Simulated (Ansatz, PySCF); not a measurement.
C2H5FN2Si, SMILES N[Si@@H]1C=N[C@@H]1F. Atoms are numbered in the order given.

```xyz
11

N      2.0102     0.4971     0.4002
Si     0.4074     0.8705    -0.0609
C     -1.0288     0.5043     1.1215
N     -1.5582    -0.4460     0.4317
C     -0.7166    -0.5312    -0.7707
F     -0.1360    -1.7687    -0.8691
H      2.2779    -0.4043     0.7755
H      2.8033     1.0694     0.1439
H      0.4693     2.2107    -0.7218
H     -1.4830     0.8189     2.0732
H     -1.3336    -0.3737    -1.6736
```
Charge 0, spin multiplicity 1.

The structure is a stationary point at PBE0-D3(BJ)/def2-SVP. The structure was generated by enumeration; whether it is a known compound was not checked. Other conformers were not sampled.

Two levels are set side by side: PBE-D3(BJ)/def2-SVP (Ansatz, an electronic-structure program) and PBE0-D3(BJ)/def2-SVP (Ansatz). Each level has its own optimised geometry; the coordinates shown are those of the second. Frequencies come from the Hessian of PySCF at each geometry. Differences are taken from unrounded values.

```csv
quantity,PBE0-D3(BJ)
mean bond length (Å),1.399
bond N1–Si2 (Å),1.709
bond Si2–C3 (Å),1.896
bond Si2–C5 (Å),1.932
bond C3–N4 (Å),1.288
bond N4–C5 (Å),1.470
bond C5–F6 (Å),1.370
bond N1–H7 (Å),1.012
bond N1–H8 (Å),1.011
bond Si2–H9 (Å),1.496
bond C3–H10 (Å),1.100
bond C5–H11 (Å),1.105
highest harmonic wavenumber (cm⁻¹),3742
mean harmonic wavenumber (cm⁻¹),1223
zero-point energy (kcal/mol),47.21
```

### Question
What does PBE-D3(BJ) give, and how far is it from PBE0-D3(BJ)? (The exact figures need the calculation; the answer reports its results.)

### Answer

| quantity | PBE-D3(BJ) | PBE-D3(BJ) minus PBE0-D3(BJ) |
|---|---|---|
| mean bond length (Å) | 1.412 | 0.013 |
| bond N1–Si2 (Å) | 1.727 | 0.018 |
| bond Si2–C3 (Å) | 1.908 | 0.012 |
| bond Si2–C5 (Å) | 1.952 | 0.020 |
| bond C3–N4 (Å) | 1.302 | 0.014 |
| bond N4–C5 (Å) | 1.485 | 0.015 |
| bond C5–F6 (Å) | 1.386 | 0.015 |
| bond N1–H7 (Å) | 1.022 | 0.009 |
| bond N1–H8 (Å) | 1.021 | 0.010 |
| bond Si2–H9 (Å) | 1.509 | 0.013 |
| bond C3–H10 (Å) | 1.109 | 0.009 |
| bond C5–H11 (Å) | 1.115 | 0.010 |
| highest harmonic wavenumber (cm⁻¹) | 3611 | -131 |
| mean harmonic wavenumber (cm⁻¹) | 1175 | -48 |
| zero-point energy (kcal/mol) | 45.37 | -1.84 |

Exact exchange shortens and stiffens bonds; PBE has none. Differences between two approximate levels are no errors against the true value.
